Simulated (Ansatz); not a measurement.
Members of the series GeXY, Y = amino; each row names its spin state. Isolated molecules, 0 K electronic values unless said otherwise. One relaxed conformer stands for each flexible species; it need not be the lowest. Strings in code marks are SMILES.

Quantity: adiabatic spin-state energy, in eV. HF references are unrestricted for open shells and restricted for singlets. The restricted reference of `[NH2][Ge][AlH2]` is unstable towards unrestricted orbitals.

A: `[NH2][Ge][AlH2]`: multiplicity 3 minus multiplicity 1
B: `N#[C][Ge][NH2]`: multiplicity 3 minus multiplicity 1
C: `[NH2][Ge][NH2]`: multiplicity 3 minus multiplicity 1
D: `[C-]#[N+][Ge][NH2]`: multiplicity 3 minus multiplicity 1
E: `[NH2][GeH]`: multiplicity 3 minus multiplicity 1
F: `[NH2][Ge][SH]`: multiplicity 3 minus multiplicity 1

Task: Rank these by adiabatic spin-state energy (lowest first), as frozen-core CCSD(T)/cc-pVTZ // PBE0-D3(BJ)/def2-TZVP (Ansatz, a first-principles code) gives it.

Result: A (0.80 eV), E (1.86 eV), B (2.24 eV), F (2.33 eV), C (2.50 eV), D (2.59 eV)
